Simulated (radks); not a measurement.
Results of a calculation; reference values are marked as such.
Ionisation of the ytterbium ion Yb+, [Xe] 4f14 6s1, to Yb2+, [Xe] 4f14, under several functionals. Scalar-relativistic Kohn-Sham, spin-polarised, spherical densities, finite nucleus; open shells are filled with parallel spins first (spin-orbit coupling, left out, can overturn this in heavy ions); a radial shooting solver on a logarithmic mesh with Libxc functionals.

\begin{tabular}{lrrrrrr}
functional & E(Yb+) (hartree) & Exc (hartree) & IE (eV) & -e(HOMO) (eV) & <r> HOMO (bohr) & IE error (eV) \\ \hline
B86b exchange with PBE correlation & -14059.0403 & -293.7501 & 12.453 & 9.656 & 3.520 & +0.274 \\
LDA (Slater exchange, Perdew-Wang correlation) & -14049.2770 & -283.9814 & 12.650 & 9.862 & 3.482 & +0.471 \\
Wu-Cohen GGA & -14056.8475 & -291.5522 & 12.363 & 9.689 & 3.502 & +0.184 \\
MS2 meta-GGA & -14057.4372 & -291.6892 & 12.336 & 9.656 & 0.7834 & +0.157 \\
PW91 & -14059.4070 & -294.1206 & 12.484 & 9.694 & 3.517 & +0.305 \\
\end{tabular}

NIST Atomic Spectra Database: 12.179 eV (measured). Closest: MS2 meta-GGA. The Delta-SCF values span 0.31 eV, the total energies 10.13 hartree. The highest occupied level is 6s.
